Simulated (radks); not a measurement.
Values are calculated unless marked as measured or tabulated.
Mean orbital radii <r> (bohr) of neutral potassium, [Ar] 4s1, at several levels of relativity; Dirac values are averaged over j with weights 2j + 1. Spin-unpolarised spherical Kohn-Sham, BLYP, point nucleus unless stated (finite: rms radius 3.4349 fm), a radial shooting solver on a logarithmic mesh with Libxc functionals. A level marked "c x" has the speed of light scaled by that factor.

| shell | non-rel. | scalar-rel. | scalar-rel., finite nucleus | Dirac, finite nucleus | change of magnitude, last against first (%) |
|---|---|---|---|---|---|
| 1s | 0.08155 | 0.08105 | 0.08105 | 0.08104 | -0.62 |
| 2s | 0.3903 | 0.3879 | 0.3879 | 0.3878 | -0.64 |
| 2p | 0.3514 | 0.3506 | 0.3506 | 0.3506 | -0.24 |
| 3s | 1.275 | 1.268 | 1.268 | 1.268 | -0.50 |
| 3p | 1.439 | 1.438 | 1.438 | 1.438 | -0.06 |
| 4s | 4.943 | 4.924 | 4.924 | 4.924 | -0.38 |
| 4p (empty) | 7.396 | 7.410 | 7.410 | 7.410 | +0.20 |
